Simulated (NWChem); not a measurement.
Everything below was run with NWChem. System: C4H7, charge 1, spin multiplicity 1, at the geometry of a parent with another charge or spin, in a state set for the comparison that need not be this species' ground state. Level: MP2/def2-TZVP, 4 core orbitals frozen.

The NWChem input:

```
start mol
memory heap 200 mb stack 900 mb global 1100 mb
charge 1
geometry units angstroms nocenter noautoz
  C     -1.390253    -0.599872     0.000000
  C     -0.179418    -0.050603     0.000000
  C      0.028445     1.448560     0.000000
  C      1.082867    -0.897113     0.000000
  H     -1.816748    -1.612494     0.000000
  H     -0.932182     1.996602     0.000000
  H      0.613433     1.763320     0.891455
  H      0.613433     1.763320    -0.891455
  H      0.862988    -1.981748     0.000000
  H      1.704613    -0.667417    -0.892718
  H      1.704613    -0.667417     0.892718
  symmetry group Cs
end
basis spherical
  * library def2-tzvp
end
scf
  rhf
  nopen 0
  maxiter 100
  thresh 1e-7
  semidirect memsize 60000000 filesize 0
end
mp2
  freeze core 4
end
task mp2 energy
```

NWChem printed:

```
             Northwest Computational Chemistry Package (NWChem) 7.3.0
             --------------------------------------------------------

                                NWChem Input Module
                                -------------------

 Scaling coordinates for geometry "geometry" by  1.889725989
 (inverse scale =  0.529177249)

 Turning off AUTOSYM since
 SYMMETRY directive was detected!

                             Geometry "geometry" -> ""
                             -------------------------

 Output coordinates in angstroms (scale by  1.889725989 to convert to a.u.)

  No.       Tag          Charge          X              Y              Z
 ---- ---------------- ---------- -------------- -------------- --------------
    1 C                    6.0000    -1.39025300    -0.59987200     0.00000000
    2 C                    6.0000    -0.17941800    -0.05060300     0.00000000
    3 C                    6.0000     0.02844500     1.44856000     0.00000000
    4 C                    6.0000     1.08286700    -0.89711300     0.00000000
    5 H                    1.0000    -1.81674800    -1.61249400     0.00000000
    6 H                    1.0000    -0.93218200     1.99660200     0.00000000
    7 H                    1.0000     0.61343300     1.76332000     0.89145500
    8 H                    1.0000     0.61343300     1.76332000    -0.89145500
    9 H                    1.0000     0.86298800    -1.98174800     0.00000000
   10 H                    1.0000     1.70461300    -0.66741700    -0.89271800
   11 H                    1.0000     1.70461300    -0.66741700     0.89271800

 Effective nuclear repulsion energy (a.u.)     110.9530390547

            Nuclear Dipole moment (a.u.)
            ----------------------------
        X                 Y               Z
 ---------------- ---------------- ----------------
    -0.0000075589    -0.0000037795     0.0000000000

      Symmetry information
      --------------------

 Group name             Cs
 Group number              2
 Group order               2
 No. of unique centers     9

      Symmetry unique atoms

     1    2    3    4    5    6    7    9   10


 Summary of "ao basis" -> "" (spherical)
 ------------------------------------------------------------------------------
       Tag                 Description            Shells   Functions and Types
 ---------------- ------------------------------  ------  ---------------------
 *                         def2-tzvp                  on all atoms

 Summary of "ao basis" -> "ao basis" (spherical)
 ------------------------------------------------------------------------------
       Tag                 Description            Shells   Functions and Types
 ---------------- ------------------------------  ------  ---------------------
 C                         def2-tzvp                11       31   5s3p2d1f
 H                         def2-tzvp                 4        6   3s1p

                                 NWChem SCF Module
                                 -----------------

  ao basis        = "ao basis"
  functions       =   166
  atoms           =    11
  closed shells   =    15
  open shells     =     0
  charge          =   1.00
  wavefunction    = RHF
  use symmetry    = T
  symmetry adapt  = T

 Summary of "ao basis" -> "ao basis" (spherical)
 ------------------------------------------------------------------------------
       Tag                 Description            Shells   Functions and Types
 ---------------- ------------------------------  ------  ---------------------
 C                         def2-tzvp                11       31   5s3p2d1f
 H                         def2-tzvp                 4        6   3s1p

      Symmetry analysis of basis
      --------------------------

        a'        111
        a"         55

 Forming initial guess at       0.1s

      Superposition of Atomic Density Guess
      -------------------------------------

 Sum of atomic energies:        -154.18397721

 Renormalizing density from      31.00 to     30

      Non-variational initial energy
      ------------------------------

 Total energy =    -152.837545
 1-e energy   =    -410.742463
 2-e energy   =     146.951879
 HOMO         =      -0.596655
 LUMO         =      -0.476174

      Symmetry analysis of molecular orbitals - initial
      -------------------------------------------------

  Numbering of irreducible representations:

     1 a'          2 a"

  Orbital symmetries:

     1 a'          2 a'          3 a'          4 a'          5 a'
     6 a'          7 a'          8 a'          9 a'         10 a"
    11 a'         12 a"         13 a'         14 a'         15 a"
    16 a'         17 a"         18 a'         19 a'         20 a'
    21 a'         22 a'         23 a"         24 a"         25 a'

 Starting SCF solution at       5.4s

 ----------------------------------------------
         Quadratically convergent ROHF

 Convergence threshold     :          1.000E-07
 Maximum no. of iterations :          100
 Final Fock-matrix accuracy:          1.000E-09
 ----------------------------------------------

              iter       energy          gnorm     gmax       time
             ----- ------------------- --------- --------- --------
                 1     -155.0461824938  1.50D+00  4.60D-01      6.5
                 2     -155.1788832558  4.77D-01  1.21D-01      8.6
                 3     -155.2011034310  1.55D-01  4.28D-02      9.7
                 4     -155.2051399096  1.04D-02  2.75D-03     13.8
                 5     -155.2051593257  5.08D-05  1.41D-05     19.8
                 6     -155.2051593261  8.05D-09  3.92D-09     29.2

       Final RHF  results
       ------------------

         Total SCF energy =   -155.205159326120
      One-electron energy =   -420.425491913843
      Two-electron energy =    154.267293533066
 Nuclear repulsion energy =    110.953039054657

        Time for solution =     23.8s

       Symmetry analysis of molecular orbitals - final
       -----------------------------------------------

  Numbering of irreducible representations:

     1 a'          2 a"

  Orbital symmetries:

     1 a'          2 a'          3 a'          4 a'          5 a'
     6 a'          7 a'          8 a'          9 a'         10 a"
    11 a'         12 a'         13 a"         14 a'         15 a"
    16 a'         17 a"         18 a'         19 a'         20 a'
    21 a'         22 a"         23 a'         24 a'         25 a"

             Final eigenvalues
             -----------------

              1
    1  -11.5865
    2  -11.5338
    3  -11.4547
    4  -11.4392
    5   -1.3464
    6   -1.1611
    7   -1.1526
    8   -0.9735
    9   -0.8586
   10   -0.8040
   11   -0.7947
   12   -0.7435
   13   -0.7394
   14   -0.7174
   15   -0.6400
   16   -0.2351
   17   -0.0846
   18   -0.0300
   19   -0.0019
   20    0.0318
   21    0.0432
   22    0.0519
   23    0.0608
   24    0.0736
   25    0.0922

                       ROHF Final Molecular Orbital Analysis
                       -------------------------------------

 Vector   13  Occ=2.000000D+00  E=-7.393850D-01  Symmetry=a"
              MO Center=  7.6D-01,  5.1D-01,  1.0D-14, r^2= 2.9D+00
   Bfn.  Coefficient  Atom+Function         Bfn.  Coefficient  Atom+Function
  ----- ------------  ---------------      ----- ------------  ---------------
    70      0.239327   3 C  pz              101     -0.219642   4 C  pz
    73      0.213046   3 C  pz              104     -0.195198   4 C  pz
   138      0.159950   7 H  s               144     -0.159950   8 H  s

 Vector   14  Occ=2.000000D+00  E=-7.174062D-01  Symmetry=a'
              MO Center=  2.0D-01,  2.8D-01,  2.8D-15, r^2= 3.4D+00
   Bfn.  Coefficient  Atom+Function         Bfn.  Coefficient  Atom+Function
  ----- ------------  ---------------      ----- ------------  ---------------
   100      0.217888   4 C  py              132      0.202003   6 H  s
   150     -0.181018   9 H  s               103      0.179177   4 C  py
    41     -0.175800   2 C  py               68     -0.176146   3 C  px
    38     -0.168331   2 C  py               69      0.160059   3 C  py
    71     -0.155128   3 C  px

 Vector   15  Occ=2.000000D+00  E=-6.399613D-01  Symmetry=a"
              MO Center= -7.0D-01, -2.6D-01,  2.2D-13, r^2= 2.4D+00
   Bfn.  Coefficient  Atom+Function         Bfn.  Coefficient  Atom+Function
  ----- ------------  ---------------      ----- ------------  ---------------
     8      0.339187   1 C  pz               11      0.332603   1 C  pz
    39      0.185068   2 C  pz               42      0.184941   2 C  pz
    14      0.161623   1 C  pz

 Vector   16  Occ=0.000000D+00  E=-2.351296D-01  Symmetry=a'
              MO Center= -1.4D+00, -4.1D-01, -7.8D-15, r^2= 2.0D+00
   Bfn.  Coefficient  Atom+Function         Bfn.  Coefficient  Atom+Function
  ----- ------------  ---------------      ----- ------------  ---------------
    12      0.368207   1 C  px                9      0.268187   1 C  px
     6      0.240632   1 C  px               13     -0.223589   1 C  py
     7     -0.221536   1 C  py               10     -0.218485   1 C  py
   127      0.176153   5 H  s                36     -0.157117   2 C  s

 Vector   17  Occ=0.000000D+00  E=-8.462570D-02  Symmetry=a"
              MO Center= -4.7D-01, -1.9D-01,  2.0D-12, r^2= 3.3D+00
   Bfn.  Coefficient  Atom+Function         Bfn.  Coefficient  Atom+Function
  ----- ------------  ---------------      ----- ------------  ---------------
    45      0.771216   2 C  pz               14     -0.658138   1 C  pz
    39      0.316209   2 C  pz               42      0.315182   2 C  pz
   139     -0.270451   7 H  s               145      0.270451   8 H  s
   157      0.265247  10 H  s               163     -0.265247  11 H  s
     8     -0.232826   1 C  pz               11     -0.206927   1 C  pz

 Vector   18  Occ=0.000000D+00  E=-2.999270D-02  Symmetry=a'
              MO Center=  3.2D-01, -3.1D-01, -2.0D-13, r^2= 8.9D+00
   Bfn.  Coefficient  Atom+Function         Bfn.  Coefficient  Atom+Function
  ----- ------------  ---------------      ----- ------------  ---------------
    98      4.440249   4 C  s                67      2.641282   3 C  s
   151     -1.349313   9 H  s               127     -1.329165   5 H  s
   157     -1.311896  10 H  s               163     -1.311896  11 H  s
    36     -1.182134   2 C  s               139     -1.119208   7 H  s
   145     -1.119208   8 H  s                43     -0.984070   2 C  px

 center of mass
 --------------
 x =  -0.09365906 y =  -0.02023498 z =   0.00000000

 moments of inertia (a.u.)
 ------------------
         214.798376803680           6.554415697751           0.000000000000
           6.554415697751         186.773489748640           0.000000000000
           0.000000000000           0.000000000000         378.658603667526

  Mulliken analysis of the total density
  --------------------------------------

    Atom       Charge   Shell Charges
 -----------   ------   -------------------------------------------------------
    1 C    6     5.85   0.86  1.12  0.56  0.63  0.10  1.08  1.14  0.29  0.01  0.05  0.01
    2 C    6     5.95   0.86  1.12  0.51  0.62  0.05  1.18  1.32  0.14  0.02  0.13  0.01
    3 C    6     6.31   0.85  1.12  0.47  0.69  0.11  1.24  1.41  0.34  0.02  0.05  0.00
    4 C    6     6.29   0.85  1.12  0.47  0.69  0.10  1.23  1.40  0.33  0.02  0.05  0.00
    5 H    1     0.68   0.23  0.40  0.03  0.03
    6 H    1     0.84   0.26  0.49  0.07  0.02
    7 H    1     0.81   0.25  0.47  0.07  0.02
    8 H    1     0.81   0.25  0.47  0.07  0.02
    9 H    1     0.84   0.26  0.48  0.07  0.02
   10 H    1     0.81   0.25  0.46  0.07  0.02
   11 H    1     0.81   0.25  0.46  0.07  0.02

       Multipole analysis of the density wrt the origin
       ------------------------------------------------

     L   x y z        total         open         nuclear
     -   - - -        -----         ----         -------
     0   0 0 0      1.000000      0.000000     31.000000

     1   1 0 0     -0.769490      0.000000     -0.000008
     1   0 1 0     -0.524715      0.000000     -0.000004
     1   0 0 1     -0.000000      0.000000      0.000000

     2   2 0 0     -9.631541      0.000000    108.234394
     2   1 1 0      1.804184      0.000000     -4.560695
     2   1 0 1      0.000000      0.000000      0.000000
     2   0 2 0    -11.447915      0.000000    132.903003
     2   0 1 1      0.000000      0.000000      0.000000
     2   0 0 2    -18.154665      0.000000     11.367679

                   NWChem MP2 Semi-direct Energy/Gradient Module
                   ---------------------------------------------

  Basis functions       =    166
  Molecular orbitals    =    166
  Frozen core           =      4
  Frozen virtuals       =      0
  Active alpha occupied =     11
  Active beta occupied  =     11
  Active alpha virtual  =    151
  Active beta virtual   =    151
  Use MO symmetry       = T
  Use skeleton AO sym   = T

  AO/Fock/Back tols     =   1.0D-09  1.0D-09  1.0D-09

 GA uses MA = F    GA memory limited = T

 Available:
  local mem=  1.26D+08
 global mem=  1.44D+08
 local disk=  0.00D+00
  mp2_memr nvloc                   151
  nvloc new                   151
   1 passes of  11:        5242880                     139231                  77365688.
   1 passes of  11: M    126139149           G      144124088           F     120896269.

 Semi-direct pass number   1 of   1  for RHF alpha+beta  at       29.4s
  vrange nnbf                 13691
  mp2_eaftype                   295  avail_ma_in_mb                  1099
 EAF : mp2_eaftype filesize         295   38682844.
  mp2_eaf for mointskh                    295
Node 0 wrote    181.9 Mb in      0.3 s     Agg I/O rate:   545.4 Mb/s
 Done moints_semi at       47.4s
  mp2_eaftype                   295  avail_ma_in_mb                   804
 EAF : mp2_eaftype filesize         295   38682844.
  mp2_eaf for kh                   295
 Done maket at       48.5s
 Done multipass loop at       48.5s

          -------------------------------------------
          SCF energy                -155.205159326120
          Correlation energy          -0.610312706646
          Singlet pairs               -0.408771025237
          Triplet pairs               -0.201541681409
          Total MP2 energy          -155.815472032766
          -------------------------------------------

          ---------------------------------------------------
                    Spin Component Scaled (SCS) MP2
          Same spin pairs                     -0.134361120940
          Same spin scaling factor             0.333333333333
          Opposite spin pairs                 -0.475951585706
          Opposite spin scaling fact.          1.200000000000
          SCS-MP2 correlation energy          -0.615928943161
          Total SCS-MP2 energy              -155.821088269281
          ---------------------------------------------------

 -----------------------
 Performance information
 -----------------------

 Timer overhead =  1.36D-07 seconds/call

               Nr. of calls         CPU time (s)                 Wall time (s)                GFlops
             ---------------    -------------------     ------------------------------   -------------------
Name         Min   Avg   Max    Min     Avg     Max     Min     Avg     Max   Mx/calls   Min     Max     Sum
mp2: moin     1     1     1    18.     18.     18.      18.     18.     18.     18.      0.0     0.0     0.0
mp2: make     1     1     1    1.0     1.0     1.0      1.0     1.0     1.0     1.0      0.0     0.0     0.0
mp2: tota     1     1     1    19.     19.     19.      19.     19.     19.     19.      0.0     0.0     0.0

 The average no. of pstat calls per process was 3.00D+00
 with a timing overhead of 4.09D-07s

 Task  times  cpu:       48.5s     wall:       48.5s

 Total times  cpu:       48.5s     wall:       48.5s
```
